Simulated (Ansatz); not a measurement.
Total energies of K₂F₂ from Ansatz at PBE-D4/def2-TZVP, gas phase (1 Eh = 27.2114 eV = 2625.5 kJ/mol). The reference geometry is relaxed at PBE0-D4/def2-TZVP.

Cartesian coordinates in Å:
```
K -1.4995 -0.8705 0.1733
K 1.4996 0.8702 -0.1735
F 0.6402 -0.8616 1.2117
F -0.6403 0.8618 -1.2114
```

```csv
state,geometry,energy (Eh)
charge 0 singlet,reference,-1399.17167
charge 1 doublet,reference,-1398.84428
charge 1 doublet,relaxed at PBE0-D4/def2-TZVP,-1398.88801
charge 0 triplet,relaxed at PBE0-D4/def2-TZVP,-1399.01150
charge 0 quintet,relaxed at PBE0-D4/def2-TZVP,-1398.73333
free K atom (doublet),–,-599.69080
free F atom (doublet),–,-99.66912
```

Work out the vertical ionisation energy to the doublet.

E(charge 1 doublet) − E(charge 0 singlet) = -1398.84428 − (-1399.17167) = 0.32739 Eh = 8.91 eV. For comparison, −ε of the highest occupied level is 5.12 eV at this level, 3.79 eV less.

How much does the charge 1 doublet relax, and what is the adiabatic ionisation energy?

Relaxation: -1398.84428 − (-1398.88801) = 0.04373 Eh = 1.19 eV. Adiabatic ionisation energy: 0.28366 Eh = 7.72 eV, without zero-point energy. In the charge 1 doublet, F3 and F4 lie 1.95 Å apart (atoms count from 1), so these atoms are partly bonded to each other.

Which of the charge 0 states is lowest, and how far above it are the others?

The singlet. triplet: -1399.01150 − (-1399.17167) = 0.16017 Eh = 420.5 kJ/mol; quintet: -1398.73333 − (-1399.17167) = 0.43834 Eh = 1150.9 kJ/mol. The quintet has fallen apart, so its energy is that of loose fragments and no spin gap. The quintet differs in its bonds from the reference.

What is the binding energy per atom against free atoms?

Atoms: 2 × (-599.69080) + 2 × (-99.66912) = -1398.71984 Eh. Binding: -1398.71984 − (-1399.17167) = 0.45183 Eh = 12.29 eV, or 3.07 eV for each of 4 atoms (no zero-point energy, no counterpoise term).

The structure comes from a short search, and lower isomers may exist.
